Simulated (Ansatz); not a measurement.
Isolated molecules relaxed with PBE0-D4/def2-TZVP in Ansatz; ΔE leaves out vibrations. CCSD(T)/CBS is the MP2 limit (def2-TZVPP, def2-QZVPP) plus CCSD(T) − MP2 in def2-TZVPP, frozen cores. This one scheme is used for every species. DFT in def2-TZVPP. B3LYP here is the variant with VWN-RPA as its local correlation; programs differ in this. One conformer a species, not always the lowest.

Consider the cleavage of the Si–Si bond: `[SiH3][SiH2][SiH3]` + `N[SiH](O)F` → `O[SiH](F)N[SiH3]` + `[SiH3][SiH3]`.

```json
{"level": "PBE-D4", "ΔE (kcal/mol)": "-5.9", "difference from CCSD(T)/CBS": "4.7"}
{"level": "r2SCAN-D4", "ΔE (kcal/mol)": "-9.0", "difference from CCSD(T)/CBS": "1.6"}
{"level": "PBE0-D4", "ΔE (kcal/mol)": "-7.2", "difference from CCSD(T)/CBS": "3.4"}
{"level": "ωB97M-V", "ΔE (kcal/mol)": "-11.5", "difference from CCSD(T)/CBS": "-0.9"}
{"level": "B2PLYP", "ΔE (kcal/mol)": "-11.3", "difference from CCSD(T)/CBS": "-0.7"}
{"level": "PBE", "ΔE (kcal/mol)": "-5.8", "difference from CCSD(T)/CBS": "4.8"}
{"level": "r2SCAN", "ΔE (kcal/mol)": "-8.9", "difference from CCSD(T)/CBS": "1.7"}
{"level": "PBE0", "ΔE (kcal/mol)": "-7.1", "difference from CCSD(T)/CBS": "3.5"}
{"level": "B3LYP", "ΔE (kcal/mol)": "-10.3", "difference from CCSD(T)/CBS": "0.3"}
{"level": "HF/def2-TZVPP", "ΔE (kcal/mol)": "-14.8", "difference from CCSD(T)/CBS": "-4.2"}
{"level": "CCSD/def2-TZVPP", "ΔE (kcal/mol)": "-11.4", "difference from CCSD(T)/CBS": "-0.8"}
{"level": "HF/def2-QZVPP", "ΔE (kcal/mol)": "-15.1", "difference from CCSD(T)/CBS": "-4.5"}
{"level": "MP2/def2-QZVPP", "ΔE (kcal/mol)": "-12.2", "difference from CCSD(T)/CBS": "-1.6"}
{"level": "SCS-MP2/def2-QZVPP", "ΔE (kcal/mol)": "-13.1", "difference from CCSD(T)/CBS": "-2.5"}
{"level": "HF/CBS(def2)", "ΔE (kcal/mol)": "-15.2", "difference from CCSD(T)/CBS": "-4.6"}
{"level": "CCSD/CBS(def2)", "ΔE (kcal/mol)": "-11.1", "difference from CCSD(T)/CBS": "-0.5"}
{"level": "CCSD(T)/CBS", "ΔE (kcal/mol)": "-10.6", "difference from CCSD(T)/CBS": "0"}
```

Largest T1 diagnostic among the species: 0.013.

In def2-TZVPP, CCSD(T) changes the Hartree–Fock value by +3.9 kcal/mol (the triples alone add +0.5 kcal/mol) and MP2 by +2.6 kcal/mol. From PBE to PBE0 (25 % exact exchange), in def2-TZVPP and without D4, ΔE moves by −1.3 kcal/mol.
